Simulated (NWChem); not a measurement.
System: C₂H₆O₂Si; SMILES O(C=O)[SiH2]C

The following NWChem deck was run.

```
start job
memory heap 200 mb stack 900 mb global 1100 mb
geometry units angstroms noautoz
  C     -0.330804     2.391176     0.000000
  Si     0.492861     0.709247     0.000000
  O     -0.819667    -0.408042     0.000000
  C     -0.563843    -1.724803     0.000000
  O      0.538594    -2.218808     0.000000
  H      0.422723     3.187916     0.000000
  H     -0.961050     2.523112     0.886305
  H     -0.961050     2.523112    -0.886305
  H      1.311663     0.501928    -1.218562
  H      1.311663     0.501928     1.218562
  H     -1.499374    -2.304930     0.000000
end
basis spherical
  * library 6-31g*
end
dft
  xc pbe0
  iterations 150
  mulliken
end
task dft energy
```

Output (shortened):

```
             Northwest Computational Chemistry Package (NWChem) 7.3.0
             --------------------------------------------------------

 CS  symmetry detected

                             Geometry "geometry" -> ""
                             -------------------------

 Output coordinates in angstroms (scale by  1.889725989 to convert to a.u.)

  No.       Tag          Charge          X              Y              Z
 ---- ---------------- ---------- -------------- -------------- --------------
    1 C                    6.0000    -0.29972242     2.39544275     0.00000000
    2 Si                  14.0000     0.51808402     0.71065736     0.00000000
    3 O                    8.0000    -0.79832450    -0.40205692     0.00000000
    4 C                    6.0000    -0.54708473    -1.71970029     0.00000000
    5 O                    8.0000     0.55362632    -2.21753907     0.00000000
    6 H                    1.0000     0.45657289     3.18955544     0.00000000
    7 H                    1.0000    -0.92950543     2.52957138     0.88630500
    8 H                    1.0000    -0.92950543     2.52957138    -0.88630500
    9 H                    1.0000     1.33615954     0.50048996    -1.21856200
   10 H                    1.0000     1.33615954     0.50048996     1.21856200
   11 H                    1.0000    -1.48462907    -2.29656787     0.00000000

 Effective nuclear repulsion energy (a.u.)     227.7527287246

      Symmetry information
      --------------------

 Group name             Cs
 Group number              2
 Group order               2
 No. of unique centers     9

                                 NWChem DFT Module
                                 -----------------

 Summary of "ao basis" -> "ao basis" (spherical)
 ------------------------------------------------------------------------------
       Tag                 Description            Shells   Functions and Types
 ---------------- ------------------------------  ------  ---------------------
 C                           6-31g*                  6       14   3s2p1d
 Si                          6-31g*                  8       18   4s3p1d
 O                           6-31g*                  6       14   3s2p1d
 H                           6-31g*                  2        2   2s

      Symmetry analysis of basis
      --------------------------

        a'         61
        a"         25

            General Information
            -------------------
          SCF calculation type: DFT
          Wavefunction type:  closed shell.
          No. of atoms     :    11
          No. of electrons :    48
           Alpha electrons :    24
            Beta electrons :    24
          Charge           :     0
          Spin multiplicity:     1
          Use of symmetry is: on ; symmetry adaption is: on
          Maximum number of iterations: 150
          AO basis - number of functions:    86
                     number of shells:    44
          Convergence on energy requested:  1.00D-06
          Convergence on density requested:  1.00D-05
          Convergence on gradient requested:  5.00D-04

              XC Information
              --------------
                         PBE0 Method XC Functional
                     Hartree-Fock (Exact) Exchange  0.250
          PerdewBurkeErnzerhof Exchange Functional  0.750
            Perdew 1991 LDA Correlation Functional  1.000 local
           PerdewBurkeErnz. Correlation Functional  1.000 non-local

             Grid Information
             ----------------
          Grid used for XC integration:  medium
          Radial quadrature: Mura-Knowles
          Angular quadrature: Lebedev.
          Tag              B.-S. Rad. Rad. Pts. Rad. Cut. Ang. Pts.
          ---              ---------- --------- --------- ---------
          C                   0.70       49          12.0       434
          Si                  1.10       88          10.0       590
          O                   0.60       49          12.0       434
          H                   0.35       45          13.0       434
          Grid pruning is: on
          Number of quadrature shells:   464
          Spatial weights used:  Erf1

      Superposition of Atomic Density Guess
      -------------------------------------

 Sum of atomic energies:        -516.63591552

      Non-variational initial energy
      ------------------------------

 Total energy =    -518.861694
 1-e energy   =   -1163.516952
 2-e energy   =     416.902529
 HOMO         =      -0.384976
 LUMO         =       0.034790

      Symmetry analysis of molecular orbitals - initial
      -------------------------------------------------

  Numbering of irreducible representations:

     1 a'          2 a"

  Orbital symmetries:

     1 a'          2 a'          3 a'          4 a'          5 a'
     6 a'          7 a'          8 a"          9 a'         10 a'
    11 a'         12 a'         13 a'         14 a'         15 a'
    16 a'         17 a"         18 a"         19 a'         20 a"
    21 a'         22 a"         23 a'         24 a'         25 a"
    26 a'         27 a'         28 a"         29 a'         30 a'
    31 a"         32 a'         33 a'         34 a'

     ---------------------------------------------
      Total Density - Mulliken Population Analysis
     ---------------------------------------------

    Atom       Charge   Shell Charges
 -----------   ------   -------------------------------------------------------
    1 C    6     7.00   2.00  0.72  2.12  0.71  1.43  0.02
    2 Si  14    13.12   2.00  2.00  5.97  0.92  1.44  0.27  0.35  0.17
    3 O    8     8.78   2.00  0.93  3.04  0.90  1.90  0.01
    4 C    6     5.05   2.00  0.68  1.42  0.42  0.43  0.11
    5 O    8     8.84   2.00  0.95  3.10  0.93  1.84  0.02
    6 H    1     0.74   0.45  0.29
    7 H    1     0.74   0.45  0.29
    8 H    1     0.74   0.45  0.29
    9 H    1     1.08   0.48  0.60
   10 H    1     1.08   0.48  0.60
   11 H    1     0.84   0.47  0.36

[...]
```

Level: PBE0/6-31G* (spherical d). Structure relaxed at the B3LYP/6-31G* (spherical d) level.
